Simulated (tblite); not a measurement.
C2H7FSi2.
Structure used (GFN2-xTB), in Å, numbered top down from 1:
```
atom  x, y, z in Å
F1     2.621   -0.673    0.998
Si2    2.283    0.372   -0.183
C3     0.418    0.395   -0.392
C4    -0.438   -0.336    0.323
Si5   -2.309   -0.326    0.125
H6     2.975   -0.157   -1.351
H7     2.814    1.644    0.291
H8     0.016    1.054   -1.153
H9    -0.029   -0.994    1.082
H10   -2.673    0.613   -0.938
H11   -2.759   -1.678   -0.220
H12   -2.919    0.086    1.393
```

Computed with GFN2-xTB (tblite): harmonic, unscaled wavenumbers at the GFN2-xTB geometry, gas phase. Errors from tens to a few hundred cm⁻¹ against measured bands are possible. Modes of hydrogen on silicon can be 10 to 20 % off. One conformer, not necessarily the lowest.

Harmonic wavenumbers (cm⁻¹): 58.6, 92.6, 106.3, 128.9, 216.1, 339.4, 453.5, 527.2, 542.9, 572.2, 690.1, 691.0, 759.0, 764.8, 782.2, 783.2, 787.2, 807.6, 845.6, 1031.4, 1191.7, 1312.3, 1628.0, 2241.9, 2247.5, 2253.9, 2303.5, 2326.0, 3020.2, 3024.2.

A = 9702, B = 1103, C = 1014 MHz; mass 106.007 u (most abundant isotopes); point group Cs, symmetry number 1.

Q: Zero-point energy?

A: ½Σν̃ = 16265 cm⁻¹ = 46.50 kcal/mol.

Q: Entropy at 500 K, 1 bar (ideal gas, RRHO, classical rotation)?

A: Translation 42.49, rotation 29.33, vibration 37.12: S = 108.9 cal/(mol K).

Q: And Cp and H(500 K) − H(0)?

A: Cp = 41.85 cal/(mol K), of which vibrations give 33.90 (their classical limit is 30 R = 59.6); H(500 K) − H(0) = 13.33 kcal/mol without the zero-point energy, 9.36 from vibrations.

Q: What must be added to the electronic energy to get the Gibbs energy at 500 K and 1 bar?

A: ZPE + [H(500 K) − H(0)] − T·S = 46.50 + 13.33 − 54.47 = 5.36 kcal/mol.

Q: Which modes carry the vibrational entropy at 500 K?

A: 58.6 cm⁻¹: 5.53; 92.6 cm⁻¹: 4.62; 106.3 cm⁻¹: 4.35; 128.9 cm⁻¹: 3.97; 216.1 cm⁻¹: 2.96; 339.4 cm⁻¹: 2.11 cal/(mol K); the other 24 give 13.58 together.

Q: Blend soft modes into free rotors: weight 1/[1 + (100 cm⁻¹/ν̃)⁴] for the oscillator and the rest for a rotor with moment μB/(μ + B), μ = h/(8π²ν), B = 10⁻⁴⁴ kg m². What vibrational entropy results?

A: 34.29 cal/(mol K) in place of 37.12, which changes −T·S at 500 K by +1.41 kcal/mol.

Q: How do the functions run with temperature in this model?

A: 
```json
{"T (K)": "150", "S (cal/(mol K))": "73.0", "Cp (cal/(mol K))": "19.6", "H − H(0) (kcal/mol)": "2.11", "G − H(0) (kcal/mol)": "-8.85", "ln q(vib)": "2.37"}
{"T (K)": "250", "S (cal/(mol K))": "84.9", "Cp (cal/(mol K))": "27.5", "H − H(0) (kcal/mol)": "4.46", "G − H(0) (kcal/mol)": "-16.77", "ln q(vib)": "4.38"}
{"T (K)": "298.15", "S (cal/(mol K))": "90.1", "Cp (cal/(mol K))": "31.1", "H − H(0) (kcal/mol)": "5.87", "G − H(0) (kcal/mol)": "-20.98", "ln q(vib)": "5.34"}
{"T (K)": "400", "S (cal/(mol K))": "100.1", "Cp (cal/(mol K))": "37.3", "H − H(0) (kcal/mol)": "9.37", "G − H(0) (kcal/mol)": "-30.67", "ln q(vib)": "7.34"}
{"T (K)": "600", "S (cal/(mol K))": "116.9", "Cp (cal/(mol K))": "45.5", "H − H(0) (kcal/mol)": "17.71", "G − H(0) (kcal/mol)": "-52.43", "ln q(vib)": "11.11"}
{"T (K)": "900", "S (cal/(mol K))": "136.9", "Cp (cal/(mol K))": "53.1", "H − H(0) (kcal/mol)": "32.60", "G − H(0) (kcal/mol)": "-90.63", "ln q(vib)": "16.19"}
```

q(vib) and H(0) count from the zero-point level.

Hindered rotation and anharmonicity are outside this model. Other conformers, if any are populated, would add a mixing term that is left out.
